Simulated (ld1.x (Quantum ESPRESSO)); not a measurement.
**Plane-wave convergence, PAW potential for C (Z = 6)**

* Element: C (Z = 6)
* Generator: ld1.x (Quantum ESPRESSO) 7.5
* Type: PAW
* Functional: PBEsol
* Relativity: scalar-relativistic
* Frozen core: [He]
* Valence charge: 4
* Reference configuration: 2s2 2p1.5 (charge +0.5)
* Partial waves: 2s (bound): rcut 0.80, rcutus 1.10 bohr; 2s channel at -0.85 Ry: rcut 0.80, rcutus 1.10 bohr; 2p (bound): rcut 1.60, rcutus 2.15 bohr; 2p channel at -0.05 Ry: rcut 1.60, rcutus 2.15 bohr; 3d channel at 0.2 Ry: rcut 1.55, rcutus 1.95 bohr; 3d channel at 1.95 Ry: rcut 1.55, rcutus 1.95 bohr
* Local potential: all-electron potential smoothed inside 1.80 bohr (lloc = -1)
* Core correction: a·sin(br)/r model core, default radius (ld1.x builds one for every PAW set, though the input has nlcc=.false.)
* Augmentation charge: PSQ, inside the norm-conserving radii

The pseudo-atom Hamiltonian at the reference potential is diagonalised in spherical Bessel functions j_l(qr) that vanish at 20 bohr, with q² up to the cutoff. All-electron valence levels (Ry): 2s -1.4154, 2p -0.7827.

Problem. How do the lowest levels (Ry) of each channel move with the cutoff, and are there ghosts?

Solution.

```
cutoff (Ry)     s #1     p #1     d #1    d #2    f #1  Σ f·Δε (mRy)
          8  -1.3958  -0.7295  -0.0175  0.0651  0.0411         119.1
         12  -1.3987  -0.7755  -0.0175  0.0650  0.0411          44.2
         18  -1.4081  -0.7825  -0.0175  0.0649  0.0411          15.0
         25  -1.4132  -0.7826  -0.0175  0.0649  0.0411           4.8
         35  -1.4152  -0.7827  -0.0175  0.0649  0.0411           0.5
         45  -1.4153  -0.7827  -0.0175  0.0649  0.0411           0.3
        400  -1.4155  -0.7827  -0.0175  0.0649  0.0411           0.0
```

Result: no extra level below or beside the all-electron valence levels (s, p, d, f tested); 10 mRy is reached at 21 Ry and 1 mRy at 35 Ry.
